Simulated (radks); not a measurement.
Spherical quantum dot in the effective-mass picture: electrons in a parabolic well V = omega^2 r^2 / 2 with omega = 0.0505, with a point charge +1 (a donor) at the centre, all in effective atomic units (hartree* = m*/eps^2 hartree, bohr* = eps/m* bohr), one dielectric constant everywhere. Method: non-relativistic Kohn-Sham, PBEsol, spin-polarised, spherical densities; computed with a radial shooting solver with Libxc functionals. Levels are named by radial order and angular momentum (1s, 1p, 1d, 2s, ...), and open shells are averaged over m.

N = 11, configuration 1s2 1p6 1d(up 1, down 0) 2s2. This is the lowest configuration that the search found (a dilute case). Occupied levels:

| level | occupation | eigenvalue (hartree*) | <r> (bohr*) |
|---|---|---|---|
| 1s up | 1 | 0.86333 | 6.527 |
| 1s down | 1 | 0.86384 | 5.777 |
| 2s up | 1 | 0.87900 | 8.185 |
| 1p up | 3 | 0.87935 | 12.18 |
| 2s down | 1 | 0.88068 | 8.792 |
| 1p down | 3 | 0.88190 | 12.05 |
| 1d up | 1 | 0.89457 | 12.82 |

Energy (hartree*): total 4.61854, kinetic 0.73628, external -0.36079, Hartree 5.3898, exchange-correlation -1.1468.
